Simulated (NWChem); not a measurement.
Species: Si2H4OClF; SMILES F[Si@](O)(Cl)[SiH3]

```xyz
9

O      1.3579     0.1081    -1.3464
Si     0.3905     0.0506    -0.0202
F      1.2770     0.3179     1.3113
Si    -0.6638    -2.0202     0.0860
Cl    -0.9870     1.5890    -0.0675
H      1.7881     0.9401    -1.5720
H      0.3544    -3.1099     0.1428
H     -1.5196    -2.1844    -1.1253
H     -1.5147    -2.0592     1.3112
```
Atoms are numbered in this order, from 1.

Coordinates come from a PBE0/def2-SVP optimisation.

Problem. Give the principal values of the shielding tensors (ppm) of O1, Si2, F3, Si4, Cl5 from PBE0/pcSseg-1, GIAO (NWChem), with their diamagnetic and paramagnetic parts as GIAO splits them.

Solution. 
```json
[
 {"atom": "O1", "σ11": "199.2", "σ22": "250.0", "σ33": "287.6", "isotropic": "245.6", "diamagnetic": "390.6", "paramagnetic": "-145.0"},
 {"atom": "Si2", "σ11": "331.5", "σ22": "349.0", "σ33": "386.3", "isotropic": "355.6", "diamagnetic": "879.5", "paramagnetic": "-523.9"},
 {"atom": "F3", "σ11": "220.6", "σ22": "274.4", "σ33": "343.6", "isotropic": "279.5", "diamagnetic": "473.1", "paramagnetic": "-193.5"},
 {"atom": "Si4", "σ11": "457.2", "σ22": "459.3", "σ33": "463.8", "isotropic": "460.1", "diamagnetic": "881.0", "paramagnetic": "-420.9"},
 {"atom": "Cl5", "σ11": "696.3", "σ22": "747.4", "σ33": "1024.9", "isotropic": "822.9", "diamagnetic": "1148.7", "paramagnetic": "-325.8"}
]
```
